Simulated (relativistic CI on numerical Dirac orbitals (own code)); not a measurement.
Calculated levels, Hf47+

Computed by Dirac-Coulomb-Breit CI, orbitals from a KLI potential per configuration, model QED, unscaled Slater integrals (own radial code, finite nucleus).

Configuration list (outside the closed core [Ne]): 3s2.3p6.3d7, 3s2.3p5.3d8, 3s2.3p4.3d9, 3s.3p6.3d8, 3p6.3d9, 3s.3p5.3d9, 3s2.3p6.3d6.4s, 3s2.3p6.3d6.4p, 3s2.3p4.3d8.4s, 3s2.3p6.3d6.4d, 3s2.3p4.3d8.4p, 3s2.3p5.3d7.4s, 3s2.3p6.3d6.4f, 3s2.3p5.3d7.4p, 3s2.3p6.3d5.4s2, 3s.3p6.3d7.4s. Levels of other configurations are missing.

| No. | Configuration | Term | J | E (eV) | % | Landé g | Lifetime (s) | jj configuration (%) |
| --- | --- | --- | --- | --- | --- | --- | --- | --- |
| 41 | 3s2.3p5.3d8 | 2P° | 1/2 | 501.01 | 53 | 0.592 | 8.85e-13 | 3p3/2^3 3d3/2^3 3d5/2^5 (90) |
| 42 | 3s2.3p5.3d8 | 2D° | 3/2 | 501.36 | 53 | 0.977 | 6.14e-13 | 3p3/2^3 3d3/2^3 3d5/2^5 (91) |
| 43 | 3s2.3p5.3d8 | 2F° | 5/2 | 503.16 | 75 | 0.936 | 7.03e-13 | 3p3/2^3 3d3/2^3 3d5/2^5 (99) |
| 44 | 3s2.3p5.3d8 | 4D° | 3/2 | 530.43 | 29 | 0.999 | 7.62e-13 | 3p3/2^3 3d3/2^2 3d5/2^6 (97) |
| 45 | 3s2.3p5.3d8 | 2G° | 7/2 | 538.89 | 38 | 0.994 | 7.57e-13 | 3p3/2^3 3d3/2^2 3d5/2^6 (91) |
| 46 | 3s2.3p5.3d8 | 4D° | 1/2 | 539.96 | 54 | 0.339 | 6.33e-13 | 3p3/2^3 3d3/2^2 3d5/2^6 (93) |
| 47 | 3s2.3p5.3d8 | 2D° | 5/2 | 540.78 | 36 | 1.029 | 6.98e-13 | 3p3/2^3 3d3/2^2 3d5/2^6 (91) |
| 48 | 3s2.3p5.3d8 | 2P° | 3/2 | 564.04 | 53 | 1.257 | 7.46e-13 | 3p3/2^3 3d3/2^2 3d5/2^6 (94) |
| 49 | 3s2.3p5.3d8 | 4D° | 7/2 | 690.10 | 47 | 1.266 | 1.97e-13 | 3p1/2 3p3/2^4 3d5/2^4 (98) |
| 50 | 3s2.3p5.3d8 | 2G° | 9/2 | 701.57 | 56 | 1.143 | 1.63e-13 | 3p1/2 3p3/2^4 3d5/2^4 (96) |
| 51 | 3s2.3p5.3d8 | 2D° | 3/2 | 702.32 | 33 | 1.244 | 1.90e-13 | 3p1/2 3p3/2^4 3d5/2^4 (98) |
| 52 | 3s2.3p5.3d8 | 2F° | 5/2 | 708.13 | 41 | 1.051 | 1.71e-13 | 3p1/2 3p3/2^4 3d5/2^4 (98) |
| 53 | 3s2.3p5.3d8 | 2P° | 1/2 | 726.05 | 65 | 0.660 | 1.80e-13 | 3p1/2 3p3/2^4 3d5/2^4 (96) |
| 54 | 3s2.3p5.3d8 | 4F° | 5/2 | 735.60 | 28 | 1.063 | 3.76e-13 | 3p1/2 3p3/2^4 3d3/2^3 3d5/2^5 (99) |
| 55 | 3s2.3p5.3d8 | 4G° | 7/2 | 736.34 | 40 | 1.010 | 3.70e-13 | 3p1/2 3p3/2^4 3d3/2^3 3d5/2^5 (98) |
| 56 | 3s2.3p5.3d8 | 4D° | 3/2 | 740.65 | 39 | 1.158 | 3.95e-13 | 3p1/2 3p3/2^4 3d3/2^3 3d5/2^5 (99) |
| 57 | 3s2.3p5.3d8 | 4P° | 1/2 | 743.08 | 51 | 1.772 | 4.10e-13 | 3p1/2 3p3/2^4 3d3/2^3 3d5/2^5 (100) |
| 58 | 3s2.3p5.3d8 | 2H° | 9/2 | 748.77 | 67 | 0.973 | 4.21e-13 | 3p1/2 3p3/2^4 3d3/2^3 3d5/2^5 (98) |
| 59 | 3s2.3p5.3d8 | 2D° | 5/2 | 768.76 | 31 | 1.086 | 1.71e-13 | 3p1/2 3p3/2^4 3d3/2^3 3d5/2^5 (93) |
| 60 | 3s2.3p5.3d8 | 2F° | 7/2 | 774.98 | 55 | 1.068 | 1.58e-13 | 3p1/2 3p3/2^4 3d3/2^3 3d5/2^5 (98) |
| 61 | 3s2.3p5.3d8 | 2P° | 3/2 | 779.38 | 40 | 1.295 | 1.59e-13 | 3p1/2 3p3/2^4 3d3/2^3 3d5/2^5 (98) |
| 62 | 3s2.3p5.3d8 | 2F° | 5/2 | 784.71 | 41 | 0.836 | 1.03e-12 | 3p1/2 3p3/2^4 3d3/2^2 3d5/2^6 (94) |
| 63 | 3s2.3p4.3d9 | 2F | 7/2 | 806.04 | 49 | 1.242 | 6.41e-13 | 3p3/2^2 3d5/2^5 (96) |
| 64 | 3s2.3p4.3d9 | 4F | 9/2 | 810.49 | 70 | 1.256 | 5.07e-13 | 3p3/2^2 3d5/2^5 (99) |
| 65 | 3s2.3p4.3d9 | 2P | 1/2 | 818.04 | 75 | 0.819 | 4.92e-13 | 3p3/2^2 3d5/2^5 (96) |
| 66 | 3s2.3p5.3d8 | 2D° | 3/2 | 822.61 | 47 | 0.863 | 2.07e-13 | 3p1/2 3p3/2^4 3d3/2^2 3d5/2^6 (99) |
| 67 | 3s2.3p5.3d8 | 2P° | 1/2 | 824.99 | 66 | 0.649 | 3.74e-13 | 3p1/2 3p3/2^4 3d3/2^2 3d5/2^6 (98) |
| 68 | 3s2.3p4.3d9 | 2D | 5/2 | 837.94 | 64 | 1.225 | 5.07e-13 | 3p3/2^2 3d5/2^5 (98) |
| 69 | 3s2.3p4.3d9 | 2P | 3/2 | 842.78 | 45 | 1.176 | 3.27e-13 | 3p3/2^2 3d5/2^5 (92) |
| 70 | 3s2.3p4.3d9 | 2D | 5/2 | 845.90 | 47 | 1.264 | 2.90e-13 | 3p3/2^2 3d5/2^5 (85) |
| 71 | 3s2.3p4.3d9 | 4P | 3/2 | 882.56 | 29 | 1.233 | 3.86e-13 | 3p3/2^2 3d3/2^3 3d5/2^6 (97) |
| 72 | 3s2.3p4.3d9 | 4F | 7/2 | 888.74 | 32 | 1.087 | 4.11e-13 | 3p3/2^2 3d3/2^3 3d5/2^6 (95) |
| 73 | 3s2.3p4.3d9 | 4P | 1/2 | 892.55 | 60 | 2.043 | 3.33e-13 | 3p3/2^2 3d3/2^3 3d5/2^6 (95) |
| 74 | 3s2.3p4.3d9 | 2F | 5/2 | 893.56 | 39 | 1.059 | 3.68e-13 | 3p3/2^2 3d3/2^3 3d5/2^6 (81) |
| 75 | 3s.3p6.3d8 | 4F | 9/2 | 902.99 | 90 | 1.301 | 2.53e-13 | 3s 3d5/2^4 (98) |
| 76 | 3s2.3p4.3d9 | 2D | 3/2 | 912.29 | 63 | 0.810 | 3.59e-13 | 3p3/2^2 3d3/2^3 3d5/2^6 (91) |
| 77 | 3s.3p6.3d8 | 4P | 5/2 | 917.78 | 49 | 1.370 | 2.45e-13 | 3s 3d5/2^4 (95) |
| 78 | 3s.3p6.3d8 | 4F | 7/2 | 920.38 | 42 | 1.145 | 2.45e-13 | 3s 3d5/2^4 (89) |
| 79 | 3s.3p6.3d8 | 2D | 3/2 | 926.41 | 48 | 0.946 | 2.41e-13 | 3s 3d5/2^4 (85) |
| 80 | 3s.3p6.3d8 | 4P | 1/2 | 939.12 | 47 | 2.184 | 2.53e-13 | 3s 3d5/2^4 (93) |
| 81 | 3s.3p6.3d8 | 4F | 5/2 | 965.98 | 73 | 1.126 | 2.65e-13 | 3s 3d3/2^3 3d5/2^5 (97) |
| 82 | 3s.3p6.3d8 | 4F | 7/2 | 967.13 | 58 | 1.174 | 2.74e-13 | 3s 3d3/2^3 3d5/2^5 (92) |
| 83 | 3s.3p6.3d8 | 4P | 3/2 | 973.48 | 80 | 1.482 | 2.67e-13 | 3s 3d3/2^3 3d5/2^5 (99) |
| 84 | 3s.3p6.3d8 | 2G | 9/2 | 980.60 | 86 | 1.128 | 3.01e-13 | 3s 3d3/2^3 3d5/2^5 (95) |
| 85 | 3s.3p6.3d8 | 2F | 5/2 | 981.35 | 37 | 1.161 | 2.65e-13 | 3s 3d3/2^3 3d5/2^5 (91) |
| 86 | 3s.3p6.3d8 | 2G | 7/2 | 986.47 | 76 | 0.945 | 2.76e-13 | 3s 3d3/2^3 3d5/2^5 (95) |
| 87 | 3s.3p6.3d8 | 2P | 3/2 | 988.17 | 58 | 1.128 | 2.76e-13 | 3s 3d3/2^3 3d5/2^5 (85) |
| 88 | 3s.3p6.3d8 | 2P | 1/2 | 992.64 | 62 | 1.298 | 2.79e-13 | 3s 3d3/2^3 3d5/2^5 (90) |
| 89 | 3s.3p6.3d8 | 4F | 3/2 | 1030.22 | 46 | 0.694 | 2.91e-13 | 3s 3d3/2^2 3d5/2^6 (92) |
| 90 | 3s.3p6.3d8 | 2F | 5/2 | 1036.29 | 45 | 1.017 | 3.28e-13 | 3s 3d3/2^2 3d5/2^6 (91) |
| 91 | 3s.3p6.3d8 | 2S | 1/2 | 1058.22 | 49 | 1.833 | 3.03e-13 | 3s 3d3/2^2 3d5/2^6 (93) |
| 92 | 3s2.3p4.3d9 | 4D | 7/2 | 1086.20 | 47 | 1.299 | 1.70e-13 | 3p1/2 3p3/2^3 3d5/2^5 (99) |
| 93 | 3s2.3p4.3d9 | 2G | 9/2 | 1102.81 | 69 | 1.161 | 1.42e-13 | 3p1/2 3p3/2^3 3d5/2^5 (96) |
| 94 | 3s2.3p4.3d9 | 2P | 3/2 | 1103.62 | 46 | 1.213 | 1.45e-13 | 3p1/2 3p3/2^3 3d5/2^5 (95) |
| 95 | 3s2.3p4.3d9 | 2F | 5/2 | 1107.30 | 52 | 1.089 | 1.36e-13 | 3p1/2 3p3/2^3 3d5/2^5 (97) |
| 96 | 3s2.3p4.3d9 | 2D | 5/2 | 1116.81 | 39 | 1.284 | 1.28e-13 | 3p1/2 3p3/2^3 3d5/2^5 (92) |
| 97 | 3s2.3p4.3d9 | 2F | 7/2 | 1131.13 | 73 | 1.162 | 1.16e-13 | 3p1/2 3p3/2^3 3d5/2^5 (85) |
| 98 | 3s2.3p4.3d9 | 2D | 3/2 | 1135.27 | 46 | 1.053 | 1.33e-13 | 3p1/2 3p3/2^3 3d5/2^5 (85) |
| 99 | 3s2.3p4.3d9 | 2S | 1/2 | 1136.04 | 42 | 1.301 | 1.36e-13 | 3p1/2 3p3/2^3 3d5/2^5 (87) |
| 100 | 3s2.3p4.3d9 | 4F | 3/2 | 1149.05 | 45 | 0.844 | 2.02e-13 | 3p1/2 3p3/2^3 3d3/2^3 3d5/2^6 (87) |
| 101 | 3s2.3p4.3d9 | 4D | 1/2 | 1149.33 | 65 | 0.371 | 2.38e-13 | 3p1/2 3p3/2^3 3d3/2^3 3d5/2^6 (92) |
| 102 | 3s2.3p4.3d9 | 4F | 5/2 | 1151.73 | 45 | 1.012 | 2.06e-13 | 3p1/2 3p3/2^3 3d3/2^3 3d5/2^6 (92) |
| 103 | 3s2.3p4.3d9 | 2G | 7/2 | 1164.64 | 64 | 0.972 | 2.11e-13 | 3p1/2 3p3/2^3 3d3/2^3 3d5/2^6 (89) |
| 104 | 3s2.3p4.3d9 | 2D | 5/2 | 1187.17 | 36 | 1.085 | 1.19e-13 | 3p1/2 3p3/2^3 3d3/2^3 3d5/2^6 (93) |
| 105 | 3s2.3p4.3d9 | 2D | 3/2 | 1188.13 | 44 | 1.158 | 1.23e-13 | 3p1/2 3p3/2^3 3d3/2^3 3d5/2^6 (96) |
| 106 | 3s2.3p4.3d9 | 2P | 1/2 | 1197.17 | 52 | 1.398 | 1.13e-13 | 3p1/2 3p3/2^3 3d3/2^3 3d5/2^6 (94) |
| 107 | 3s.3p5.3d9 | 4F° | 9/2 | 1287.05 | 100 | 1.323 | 4.46e-13 | 3s 3p3/2^3 3d5/2^5 (100) |
| 108 | 3s.3p5.3d9 | 2D° | 5/2 | 1307.49 | 45 | 1.347 | 2.99e-13 | 3s 3p3/2^3 3d5/2^5 (100) |
| 109 | 3s.3p5.3d9 | 4D° | 7/2 | 1310.07 | 52 | 1.311 | 3.01e-13 | 3s 3p3/2^3 3d5/2^5 (93) |
| 110 | 3s.3p5.3d9 | 2D° | 3/2 | 1315.18 | 49 | 1.113 | 3.27e-13 | 3s 3p3/2^3 3d5/2^5 (96) |

Energies count from the lowest computed level; ° marks odd parity; lifetimes are radiative, by E1, M1, E2, M2 decay to levels of this space only. Filled j subshells are mostly left out of the jj labels.

The mean weight of the leading LS term, summed over parents, in these 70 levels is 52 %, and that of the leading jj configuration (from the same eigenvectors) 94 %, so jj coupling describes them better and the LS labels are nominal.

At this charge energies of transitions that change n are usually good to better than 1 %, and those within a shell (Δn = 0) to a few per cent.

LS names give the leading component of a level, which can be under half, so a name can repeat, a term be missing and a line seem to break the LS rules.
